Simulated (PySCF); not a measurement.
Computed shifts of a molecule C₉H₈OS, PySCF with PBE/pcSseg-1, GIAO, gas phase, equivalent atoms averaged, in ppm (number of nuclei): ¹³C: 158.0 (1), 146.8 (1), 145.0 (1), 144.3 (1), 129.3 (1), 127.3 (1), 120.0 (1), 110.7 (1), 21.7 (1). ¹H: 7.68 (1), 7.45 (1), 7.09 (1), 6.97 (1), 6.96 (1), 2.84 (3). References: ¹³C against TMS (σ = 182.0 ppm); ³³S against H2S (σ = 706.5 ppm); ¹⁷O against H2O (σ = 334.3 ppm); ¹H against TMS (σ = 31.49 ppm), references at their B3LYP-D3(BJ)/def2-TZVP geometries, non-relativistic. Coordinates come from a PBE-D3(BJ)/def2-SVP optimisation. One conformer was computed; it need not be the lowest.

**Question.** Which structure fits?
A) Cc1coc2cccc(S)c12
B) C#Cc1c(C=O)csc1CC
C) Cc1csc(-c2ccco2)c1
D) Cc1cc2cccc(O)c2s1

**Answer.** C, Cc1csc(-c2ccco2)c1
